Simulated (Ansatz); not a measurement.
silicon monoxide (OSi), singlet, geometry from GFN2-xTB. Base run: HF/6-31G run with Ansatz (an electronic-structure program).

Here is a job for Ansatz.
Ansatz 0.2 input:
```yaml
crystal:
  periodic: [false, false, false]
  atoms:
    - {symbol: Si, position_ang: [-0.00000000, -0.00000000, -0.54858235]}
    - {symbol: O, position_ang: [0.00000000, 0.00000000, 0.96001912]}
basis:
  gaussian:
    orbitals: 6-31G
hamiltonian:
  xc: hf
```

The base run was repeated with changes; each row names its change, and settings that it needs were set with it.

```
change                                                        ΔE vs base (mEh)        outcome
------------------------------------------------------------  ----------------  -------------
base                                                                     0.000      converged
occupation = up:A1:6 B1:2 B2:2 A2:1 down:A1:6 B1:2 B2:2 A2:1                 -  input refused
occupation = up:A1:7 B1:1 B2:2 A2:1 down:A1:7 B1:1 B2:2 A2:1                 -  input refused
occupation = up:A1:7 B1:2 B2:2 down:A1:7 B1:2 B2:2                       0.000      converged
symmetry_tolerance_ang = 0.01                                            0.000      converged
occupation = up:A1:7 B1:3 B2:1 down:A1:7 B1:3 B2:1                       531.2      converged
occupation = up:A1:6 B1:3 B2:2 down:A1:6 B1:3 B2:2                       419.8      converged
```

- occupation = up:A1:6 B1:2 B2:2 A2:1 down:A1:6 B1:2 B2:2 A2:1: ended with `Error: 1 electrons of one spin were asked for in irrep 3 (counted from 0), which has 0 orbitals`
- occupation = up:A1:7 B1:1 B2:2 A2:1 down:A1:7 B1:1 B2:2 A2:1: ended with `Error: 1 electrons of one spin were asked for in irrep 3 (counted from 0), which has 0 orbitals`
